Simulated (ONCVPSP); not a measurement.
Before and after: ONCV potential for Lu (Z = 71)

lutetium, optimised norm-conserving Vanderbilt (ONCV), made with ONCVPSP 4.0.1 (LDA (Perdew-Wang 92), scalar-relativistic). Core [Kr] 4d10 5s2, reference 4f14 5p6 5d1.5 6s1.5. Waves: 6s: rc 2.90 bohr, ncon 4, nbas 9, qcut 1.7 1/bohr, 1 projector; 5p: rc 1.85 bohr, ncon 4, nbas 8, qcut 6.7 1/bohr, 3 projectors, debl 2.9 Ha; 5d: rc 2.80 bohr, ncon 4, nbas 8, qcut 6 1/bohr, 2 projectors, debl 2.7 Ha; 4f: rc 0.75 bohr, ncon 4, nbas 9, qcut 19.8 1/bohr, local. Local part: the f channel. Core correction: Teter function, fcfact 2.5, rcfact 1.35.

All-electron outer shells of the reference configuration (LDA (PZ), scalar-relativistic, ld1.x):

| shell | level (eV) | outermost node (bohr) | outermost maximum (bohr) |
| --- | --- | --- | --- |
| 5s | -60.61 | 0.57 | 1.04 |
| 5p | -31.24 | 0.61 | 1.19 |
| 4f | -9.25 | – | 0.47 |
| 6s | -4.67 | 1.42 | 3.04 |
| 5d | -1.66 | 0.68 | 1.89 |

Change: all radii but the core radius scaled by about 1.05 (s 3.06, p 1.94, d 2.94, f 0.78 bohr).

Cutoffs: the cutoffs (Ha) at which the residual kinetic energy of the hardest occupied pseudo-wave falls to 1 and 0.1 mHa per electron; they do not see the model core or the augmentation charge, which bear on the density cutoff. Errors are all-electron minus pseudo energies relative to the spin-unpolarised reference configuration.

**Question.** Predict the effect on cutoff, ghosts and configuration errors.

**Answer.** The potential gets softer (189 Ha and 542 Ha → 182 Ha and 316 Ha); the bound ghosts move from p, s to d, p, s; of the 3 tests that both files solve, the error grows in 3 and shrinks in 0 by more than 15 % and 0.3 meV (median size 3.8 → 13.8 meV). A larger radius leaves more room for a smooth pseudo-wave, so fewer plane waves are needed. More of the atom is replaced by a form fitted at one configuration, so other configurations suffer.

```csv
quantity,base,changed
"cutoff, loose",189 Ha,182 Ha
"cutoff, tight",542 Ha,316 Ha
loose cutoff by channel,"s 6.7 Ha, p 13 Ha, d 9.8 Ha, f 189 Ha","s 6.3 Ha, p 9.3 Ha, d 9.5 Ha, f 182 Ha"
bound ghosts,"s, p","s, p, d"
GHOST(+) flags under 300 eV,none,none
tests with a reliable result,3 of 4,3 of 4
"error for 4f14 5p6 5d1 6s2, meV [ΔE -1.47 eV]",-0.3,-4.6
"error for 4f14 5p6 5d1 6s1, meV [ΔE 6.10 eV]",-11,-29
"error for 4f14 5p6 5d1 6s1 6p1, meV [ΔE 2.04 eV]",-3.8,-14
"rms error of d²Exc/dni dnj with the model core, mHa",3.71,3.67
```

 A true bound ghost makes a file unfit for plane-wave use even where its test errors are small: the radial tests pick states by their node count and pass the ghost by.
